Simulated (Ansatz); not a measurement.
Molecule: C₄H₈OSi (charge 0, singlet). 
Coordinates optimised at B3LYP-D3(BJ)/def2-TZVP (Ansatz, a first-principles code):
SMILES: C=C(C)C(=O)[SiH3]
```xyz
14

C     -2.1211     0.9251     0.3347
C     -1.1296     0.0477     0.1814
C     -1.3214    -1.4405     0.2425
C      0.2593     0.5711    -0.0635
O      0.4929     1.7625    -0.1450
Si     1.7624    -0.6414    -0.2607
H     -1.9205     1.9871     0.2806
H     -3.1400     0.6067     0.5153
H     -0.7215    -1.8879     1.0393
H     -2.3648    -1.6923     0.4272
H     -1.0200    -1.9200    -0.6925
H      1.9202    -1.4692     0.9597
H      1.5434    -1.5519    -1.4106
H      2.9636     0.1859    -0.4805
```
Charge 0, spin multiplicity 1.

Property: atomisation energy (electronic, to ground-state atoms), in kcal/mol. Valence correlation only, unless marked. UHF or UKS for open shells. Spin-orbit coupling is left out. Non-relativistic. The coupled-cluster limit lacks core correlation, which all-electron functionals hold. CBS(X,Y): correlation extrapolated as X^-3; Hartree-Fock from the larger set. [CCSD(T)-MP2]/basis is that difference in the basis named.

```
level                                                                 program  atomisation energy (kcal/mol)  minus last row
-------------------------------------------------------------  --------------  -----------------------------  --------------
HF/cc-pV(T+d)Z                                                         Ansatz                          971.9          -353.2
B3LYP/def2-TZVPD                                                       Ansatz                         1315.6            -9.5
PBE0/STO-3G                                                            Ansatz                         1575.1           250.0
LC-wPBE-D3(BJ)/def2-TZVPD                                      Ansatz + dftd3                         1328.1             3.0
B2GP-PLYP-D4/def2-TZVPD                                        Ansatz + dftd4                         1310.0           -15.1
B2PLYP-D4/def2-TZVPD                                           Ansatz + dftd4                         1315.3            -9.8
RPA@PBE/cc-pV(Q+d)Z                                                    Ansatz                         1251.8           -73.3
CCSD(T)/6-31G*                                                         Ansatz                         1211.8          -113.3
RI-MP2/CBS(cc-pV(T+d)Z,cc-pV(Q+d)Z)+[CCSD(T)-MP2]/cc-pV(D+d)Z          Ansatz                         1327.5             2.4
CCSD(T)/CBS(cc-pV(T+d)Z,cc-pV(Q+d)Z)                                   Ansatz                         1325.1             0.0
```

The Hartree-Fock reference is unstable (checked in the largest basis), which strains HF and MP2.
